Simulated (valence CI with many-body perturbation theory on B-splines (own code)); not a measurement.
**Zn²⁴⁺: calculated level list**

Method: valence CI with perturbative core correlation (CI+MBPT): four valence electrons over a frozen Dirac-Fock core [He], a basis of 11 s, 11 p, 9 d, 7 f, 5 g, 2 h, 1 i functions for each j, with the one-electron correlation potential Σ1 (screened to all orders), the two-electron term Σ2, the three-electron term Σ3, Breit, model QED; selected single and double excitations, second order for the rest (own B-spline code, finite nucleus).

No measured levels were compared; by estimate levels of excited configurations hold to 0.05 to 0.15 % of their energy, terms of the ground configuration to about 0.5 %. Among the levels kept, up to 250 cm⁻¹ of a level comes from second order outside the variational space, and about a tenth of that is noise between levels of different J, which matters for small intervals.

Levels 1 to 45 of 116, with energies above the lowest level, 2s²2p² ³P_0. "Leading %" is the weight of the configuration and term that name the level; weights of strongly mixed levels are sums over their largest components and can fall short. Lifetimes count E1, E2, E3, M1 and M2 decay at the calculated energies, and are blank where another channel may lead or the interval is too uncertain; long ones can be off by a factor of two.

```tsv
No.	Configuration	Term	J	E (eV)	Leading %	Lifetime	Second component
1	2s²2p²	³P	0	0.0	85		14 % 2s²2p² ¹S
2	2s²2p²	³P	1	19.5	99	16.6 μs	
3	2s²2p²	³P	2	27.0	62	535 μs	38 % 2s²2p² ¹D
4	2s²2p²	¹D	2	53.2	62	5.23 μs	37 % 2s²2p² ³P
5	2s²2p²	¹S	0	72.2	82	1.65 μs	15 % 2s²2p² ³P
6	2s2p³	⁵S°	2	87.2	91	3.25 ns	8 % 2s2p³ ³P°
7	2s2p³	³D°	1	127.3	73	42.0 ps	19 % 2s2p³ ³P°
8	2s2p³	³D°	2	129.3	74	73.9 ps	20 % 2s2p³ ³P°
9	2s2p³	³D°	3	136.8	100	100 ps	
10	2s2p³	³P°	0	153.5	100	29.8 ps	
11	2s2p³	³P°	1	156.0	70	25.4 ps	21 % 2s2p³ ³D°
12	2s2p³	³P°	2	160.6	53	26.7 ps	24 % 2s2p³ ³D°
13	2s2p³	³S°	1	177.1	66	7.92 ps	23 % 2s2p³ ¹P°
14	2s2p³	¹D°	2	187.9	79	14.2 ps	18 % 2s2p³ ³P°
15	2s2p³	¹P°	1	210.4	71	7.91 ps	23 % 2s2p³ ³S°
16	2p⁴	³P	2	261.5	83	12.1 ps	15 % 2p⁴ ¹D
17	2p⁴	³P	0	278.4	73	9.88 ps	26 % 2p⁴ ¹S
18	2p⁴	³P	1	284.6	99	9.56 ps	
19	2p⁴	¹D	2	295.3	84	13.4 ps	15 % 2p⁴ ³P
20	2p⁴	¹S	0	335.0	71	7.85 ps	26 % 2p⁴ ³P
21	2s²2p3s	³P°	0	1326.1	97	254 fs	
22	2s²2p3s	³P°	1	1327.5	72	207 fs	26 % 2s²2p3s ¹P°
23	2s²2p3p	³D	1	1352.7	68	12.5 ps	26 % 2s²2p3p ¹P
24	2s²2p3s	³P°	2	1353.4	96	228 fs	
25	2s²2p3s	¹P°	1	1356.8	71	159 fs	25 % 2s²2p3s ³P°
26	2s²2p3p	³P	1	1364.1	35	3.31 ps	29 % 2s²2p3p ³S
27	2s²2p3p	³P	0	1364.5	78	2.22 ps	16 % 2s²2p3p ¹S
28	2s²2p3p	³D	2	1365.0	73	8.03 ps	14 % 2s²2p3p ¹D
29	2s²2p3p	³P	1	1384.1	47	2.24 ps	30 % 2s²2p3p ¹P
30	2s²2p3p	³P	2	1387.1	49	3.01 ps	23 % 2s²2p3p ³D
31	2s²2p3p	³D	3	1387.9	96	10.1 ps	
32	2s²2p3p	³S	1	1388.5	57	2.22 ps	22 % 2s²2p3p ¹P
33	2s²2p3d	³F°	2	1390.3	74	202 fs	20 % 2s²2p3d ¹D°
34	2s2p²3s	⁵P	1	1392.5	80	368 fs	6 % 2s²2p3p ³S
35	2s²2p3d	³F°	3	1397.5	66	57.5 fs	18 % 2s²2p3d ³D°
36	2s²2p3d	³P°	2	1397.8	40	34.3 fs	32 % 2s²2p3d ³D°
37	2s²2p3p	¹D	2	1398.3	61	2.39 ps	30 % 2s²2p3p ³P
38	2s²2p3d	³D°	1	1399.6	60	22.8 fs	20 % 2s²2p3d ¹P°
39	2s2p²3s	³P	0	1403.0	65	288 fs	28 % 2s²2p3p ¹S
40	2s2p²3s	⁵P	2	1406.0	94	329 fs	
41	2s²2p3p	¹S	0	1410.8	54	599 fs	22 % 2s2p²3s ³P
42	2s2p²3s	⁵P	3	1416.2	87	275 fs	11 % 2s2p²3s ³D
43	2s2p²3s	³P	1	1418.5	86	188 fs	6 % 2s²2p3p ³P
44	2s²2p3d	³F°	4	1419.3	97	492 ps	
45	2s2p²3p	⁵D°	0	1419.5	83	407 fs	14 % 2s2p²3p ³P°
```

Names give the largest LS component (configuration and term), which can be under half, so a name can repeat, a term be missing and a line seem to break the LS rules; names also repeat where a configuration has a term twice.

The ionisation energy to 2s²2p ²P°1/2 of the next ion comes out as 2361.5 eV (NIST: 2358 ± 1.6 eV (semi-empirical)). All 116 levels together are meant to be complete up to 1504.5 eV.
